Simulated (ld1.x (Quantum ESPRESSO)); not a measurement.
Before and after: TM potential for Co (Z = 27)

```
Element                 : Co (Z = 27)
Generator               : ld1.x (Quantum ESPRESSO) 7.5
Type                    : norm-conserving Troullier–Martins (Kleinman–Bylander form)
Functional              : LDA (PZ)
Relativity              : scalar-relativistic
Frozen core             : [Ar]
Valence charge          : 9
Reference configuration : 3d7 4s2 4p0
Partial waves           : 4s (bound): rc 2.10 bohr; 3d (bound): rc 1.75 bohr; 4p (bound, empty): rc 2.80 bohr
Local potential         : the p channel
Core correction         : Bessel-smoothed model core inside 1.70 bohr
```

Change: wave 3d (bound): rc 1.75 bohr becomes 3d (bound): rc 2.34 bohr.

Cutoffs: the cutoffs (Ry, on a coarse ladder) from which the occupation-weighted sum of valence levels, in a spherical-Bessel basis at the reference potential, stays within 10 and 1 mRy of its value at 400 Ry; they do not see the model core or the augmentation charge, which bear on the density cutoff. Errors are all-electron minus pseudo energies relative to the spin-unpolarised reference configuration.

How do hardness, ghosts and transferability respond?

The potential gets softer (90 Ry and 160 Ry → 55 Ry and 90 Ry); both files keep a bound ghost (s); the number of tests with a reliable result goes from 8 to 9; of the 8 tests that both files solve, the error grows in 0 and shrinks in 8 by more than 15 % and 0.3 meV (median size 380.1 → 66.1 meV). A larger radius leaves more room for a smooth pseudo-wave, so fewer plane waves are needed. That the errors move this way runs against the usual rule that smaller radii transfer better.

| quantity | base | changed |
| --- | --- | --- |
| cutoff, loose | 90 Ry | 55 Ry |
| cutoff, tight | 160 Ry | 90 Ry |
| loose cutoff by channel (10 mRy a level) | s 8 Ry, d 80 Ry | s 8 Ry, d 50 Ry |
| bound ghosts | s | s |
| tests with a reliable result | 8 of 9 | 9 of 9 |
| error for 3d7 4s0 4p0, meV [ΔE 26.38 eV] | -34 | -21 |
| error for 3d6 4s0 4p0, meV [ΔE 62.57 eV] | -459 | -253 |
| error for 3d6 4s2 4p1, meV [ΔE 9.77 eV] | -450 | -111 |
| error for 3d7 4s0 4p2, meV [ΔE 9.14 eV] | -3.9 | -3.0 |
| error for 3d7 4s1.5 4p0, meV [ΔE 3.72 eV] | -3.0 | -2.3 |
| error for 3d8 4s0 4p0, meV [ΔE 6.71 eV] | -310 | -20 |
| error for 3d7 4s2 4p0 (spin-polarised), meV [ΔE -1.98 eV] | +756 | +486 |
| error for 3d7 4s1 4p0 (spin-polarised), meV [ΔE 6.72 eV] | +745 | +516 |
| s: phases at 3.04 bohr within 0.05 rad from the reference energy up to (Ry; the scan ends near 5) | 1.5 | 1.5 |
| p: phases at 3.04 bohr within 0.05 rad from the reference energy up to (Ry; the scan ends near 5) | 2.4 | 2.4 |
| d: phases at 3.04 bohr within 0.05 rad from the reference energy up to (Ry; the scan ends near 5) | 0.3 | 0.3 |

 A true bound ghost makes a file unfit for plane-wave use even where its test errors are small: the radial tests pick states by their node count and pass the ghost by.
